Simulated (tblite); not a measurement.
Species: C₆H₆N₃ (doublet state).
Atom-mapped SMILES: `[H]/[N:9]=[CH:8]\[c:7]1[c:2]([CH3:1])[n:3][c:4][cH:5][n:6]1` (hydrogens: H10, H11, H12 on C1; H13 on C5; H14 on C8; H15 on N9)

A start from a force field or distance geometry was refined with GFN2-xTB geometry optimisation, gas phase in tblite 0.8.0. Values at the start:

```csv
coordinate,start
C1–C2,1.487 Å
C1–H10,1.091 Å
C2–N3,1.382 Å
C2–C7,1.394 Å
N3–C4,1.348 Å
C4–C5,1.374 Å
C5–N6,1.361 Å
C5–H13,1.083 Å
N6–C7,1.356 Å
C7–C8,1.472 Å
C8=N9,1.290 Å
C8–H14,1.107 Å
N9–H15,1.031 Å
C1–C2–N3,115.8°
C2–N3–C4,115.9°
C2–C7–N6,123.2°
N3–C2–C7,120.4°
C4–C5–N6,122.5°
C5–N6–C7,115.1°
N6–C7–C8,114.3°
C7–C8–N9,123.2°
```

How do these coordinates change at the GFN2-xTB level?

```json
{"coordinate": "N3–C4", "GFN2-xTB (Å or °)": "1.284", "change": "-0.064"}
{"coordinate": "C2–N3", "GFN2-xTB (Å or °)": "1.326", "change": "-0.056"}
{"coordinate": "C5–N6", "GFN2-xTB (Å or °)": "1.312", "change": "-0.049"}
{"coordinate": "C8=N9", "GFN2-xTB (Å or °)": "1.256", "change": "-0.034"}
{"coordinate": "N6–C7", "GFN2-xTB (Å or °)": "1.327", "change": "-0.029"}
{"coordinate": "C8–H14", "GFN2-xTB (Å or °)": "1.085", "change": "-0.022"}
{"coordinate": "C4–C5", "GFN2-xTB (Å or °)": "1.394", "change": "+0.020"}
{"coordinate": "C2–C7", "GFN2-xTB (Å or °)": "1.410", "change": "+0.016"}
{"coordinate": "N9–H15", "GFN2-xTB (Å or °)": "1.020", "change": "-0.011"}
{"coordinate": "C5–H13", "GFN2-xTB (Å or °)": "1.078", "change": "-0.005"}
{"coordinate": "C1–H10", "GFN2-xTB (Å or °)": "1.089", "change": "-0.002"}
{"coordinate": "C7–C8", "GFN2-xTB (Å or °)": "1.474", "change": "+0.002"}
{"coordinate": "C1–C2", "GFN2-xTB (Å or °)": "1.489", "change": "+0.002"}
{"coordinate": "C2–N3–C4", "GFN2-xTB (Å or °)": "123.4", "change": "+7.5"}
{"coordinate": "C5–N6–C7", "GFN2-xTB (Å or °)": "121.7", "change": "+6.6"}
{"coordinate": "C4–C5–N6", "GFN2-xTB (Å or °)": "117.5", "change": "-5.0"}
{"coordinate": "N3–C2–C7", "GFN2-xTB (Å or °)": "115.9", "change": "-4.5"}
{"coordinate": "C7–C8–N9", "GFN2-xTB (Å or °)": "126.4", "change": "+3.2"}
{"coordinate": "C1–C2–N3", "GFN2-xTB (Å or °)": "119.0", "change": "+3.2"}
{"coordinate": "C2–C7–N6", "GFN2-xTB (Å or °)": "120.4", "change": "-2.8"}
{"coordinate": "N6–C7–C8", "GFN2-xTB (Å or °)": "116.8", "change": "+2.5"}
```

The energy falls by 40.9 kJ/mol over 26 L-BFGS steps, the largest force on an atom goes from 3.50 to 0.008 eV/Å, and the atoms move by 0.058 Å rms after alignment. The bond that changes most is N3–C4 (ends: nitrogen bonded to 2 C; carbon bonded to C and N), which shortens by 0.064 Å. Bonds longer at the end by more than 0.005 Å: 2 of 15; shorter: 10. Rotational constants go from 2599, 1707, 1037 to 2612, 1723, 1045 MHz.

Time: 0.16 s of wall time. Hardware: one thread, Arm Neoverse V1 (aarch64) (shared host).

Its GFN2-xTB frequencies are all real (lowest 70 cm⁻¹). 3 starts were optimised and ended at 0.00, 0.01 and 0.02 kcal/mol (GFN2-xTB); the lowest of these is shown.

The values belong to the conformer `[H]/[N:9]=[CH:8]\[c:7]1[c:2]([CH3:1])[n:3][c:4][cH:5][n:6]1`: N6–C7–C8–N9 0°.

The numbers are calculated, not measured.
